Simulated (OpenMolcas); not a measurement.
# Os+: terms and fine structure

| Item | Value |
| --- | --- |
| Program | OpenMolcas |
| Method | SS-CASPT2, IPEA 0.25 Eh, imaginary shift 0.1 Eh (closed shells correlated: 5s 5p) |
| Basis | ANO-RCC-VQZP [9s8p6d4f3g2h] |
| Scalar Hamiltonian | DKH2, point nucleus |
| Active space | 7 electrons in 11 orbitals (5d 6s 6d) |
| State averaging | 2S+1 = 6 even, 6 roots; 2S+1 = 4 even, 35 roots kept (CI in the orbitals of an earlier block); 2S+1 = 2 even, 14 roots kept (CI in the orbitals of an earlier block) |
| Spin-orbit coupling | RASSI with atomic mean-field integrals over the reference wave functions, term energies averaged over their components |

With spin-orbit coupling, above the lowest level:

| Configuration | Term | J | E (cm⁻¹) | Measured (cm⁻¹) | g | Term weight % | Second |
| --- | --- | --- | --- | --- | --- | --- | --- |
| 5d⁶ 6s | ⁶D | 9/2 | 0.0 | 0.0 | 1.536 | 91 | 9 5d⁷ ⁴F |
| 5d⁶ 6s | ⁶D | 7/2 | 3380 | 3593 | 1.576 | 96 | 3 5d⁷ ⁴F |
| 5d⁶ 6s | ⁶D | 5/2 | 4440 | 3929 | 1.665 | 67 | 25 ⁴P |
| 5d⁶ 6s | ⁶D | 3/2 | 5980 | 5592 | 1.845 | 84 | 16 ⁴P |
| 5d⁶ 6s | ⁶D | 1/2 | 6710 | 6637 | 3.237 | 85 | 15 ⁴P |
| 5d⁵ 6s² | ⁶S | 5/2 | 7770 |  | 1.794 | 49 | 26 5d⁶ 6s ⁶D |
| 5d⁷ | ⁴F | 9/2 | 8690 |  | 1.335 | 83 | 9 5d⁶ 6s ⁶D |
| 5d⁵ 6s² | ⁶S | 5/2 | 11610 |  | 1.569 | 35 | 23 5d⁶ 6s ⁴P |
| 5d⁷ | ⁴F | 7/2 | 11950 |  | 1.276 | 76 | 18 5d⁶ 6s ⁴D |
| 5d⁷ | ⁴F | 3/2 | 12820 |  | 0.686 | 54 | 32 5d⁶ 6s ²D |
| 5d⁷ | ⁴F | 5/2 | 13980 |  | 1.286 | 55 | 23 5d⁶ 6s ⁴P |
| 5d⁶ 6s | ⁴D | 7/2 | 14520 | 11460 | 1.393 | 82 | 17 5d⁷ ⁴F |
| 5d⁶ 6s | ⁴P | 3/2 | 15550 |  | 1.546 | 65 | 14 ⁶D |
| 5d⁶ 6s | ⁴G | 11/2 | 17210 |  | 1.208 | 54 | 46 ⁴H |
| 5d⁶ 6s | ⁴G | 9/2 | 17770 |  | 1.081 | 42 | 41 ⁴H |

Against the 5 measured excited levels shown (NIST Handbook of Basic Atomic Spectroscopic Data) the mean absolute deviation is 850 cm-1; the largest miss in energy is 5d⁶ 6s ⁴D_7/2: computed 14520, measured 11460 cm⁻¹ (+26.7 %).

Spin-orbit coupling puts the lowest level 4013 cm⁻¹ below the lowest spin-free term.

CASPT2 breaks the degeneracy within a term, and the mean is taken; among the terms shown or strongly mixed into the levels shown the widest spread is 250 cm-1 (5d⁷ ⁴F). Terms from blocks run as CI alone lack orbitals of their own. Active for correlation alone: 6d; no level in the range computed is led by a configuration that fills it, so any true level of that kind is missing. Some terms miss by over 15 % even with CASPT2, which points to a basis or an active space too small for the shells correlated. Computed and measured levels are paired by configuration, term and J; levels that our copy of the source lacks, or whose pairing is in doubt (as where it misses far off the trend of its configuration), stay unpaired and out of the deviations. Only configurations of the active space appear. The first state left out of the spin-orbit step lies near 22000 cm-1 above the lowest spin-free state of the reference (among the parities and spins computed), and the list stops at four fifths of that energy or lower.

The term weight is that of the spin-free term in the level, not the purity of its configuration.
